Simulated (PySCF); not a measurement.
SnO(OH) (doublet). Computed with PySCF, UPBE0, basis Sn def2-TZVP with ECP28, O def2-TZVP, H def2-TZVP (scalar-relativistic core potentials, no spin–orbit coupling, density fitting).

Harmonic bands of its minimum:

```
ω (cm⁻¹)  IR (km/mol)
     142         21.7
     401          130
     538         29.3
     605         95.2
     752         30.5
    3865         65.5
```

The central atom is Sn. Infer the point group and assign the bands.

Cs. The modes span 5a' + a'': 142 a', 401 a'', 538 a', 605 a', 752 a', 3865 a'. The computed geometry has O–H 0.962 Å, Sn–O 1.974 Å, Sn–O 1.997 Å; H–O–Sn 114.8°, O–Sn–O 94.5°.

Only a few start shapes were tried, so a lower isomer may exist. With an element this heavy the missing spin–orbit coupling can shift these numbers.
